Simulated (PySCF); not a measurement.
A GIAO shielding run with PySCF 2.14.0 with density-fitted response routines (density fitting, non-relativistic, gas phase) on `Cl[SiH2]S/C=C(/C#C)[SiH3]`, C₄H₇ClSSi₂:

```
$ OMP_NUM_THREADS=1 python probes_run.py task.json out

{"job": {"kind": "nmr", "xc": "PBE0", "basis": "pcSseg-1"}, "charge": 0, "multiplicity": 1}
C     -3.151759     1.379450    -0.376952
C     -2.176639     0.687301    -0.252340
C     -1.063385    -0.159674    -0.096888
Si    -1.357657    -1.998355     0.255355
C      0.165619     0.360175    -0.202115
S      1.616415    -0.609580    -0.022663
Si     3.125538     0.898019    -0.331792
Cl     4.901492     0.001399    -0.149851
H     -4.000211     1.986561    -0.485364
H     -0.738540    -2.780718    -0.815011
H     -2.806445    -2.202772     0.281396
H     -0.761802    -2.324853     1.551072
H      0.337565     1.408244    -0.404352
H      2.951760     1.439625    -1.672154
H      2.953634     1.923167     0.688437
```

Hardware: 1 thread of an Arm Neoverse N1, shared host. The job also computes population analyses, field gradients.

(1) How large is the calculation?

(2) How long does it take, and how much memory does it need?

Answers

(1) 92 electrons, 199 basis functions and 1126 auxiliary functions.

(2) 77 s of wall time, with 14 SCF cycles and 5 response iterations; peak memory 0.93 GiB. Times on a shared host scatter by some tens of per cent.
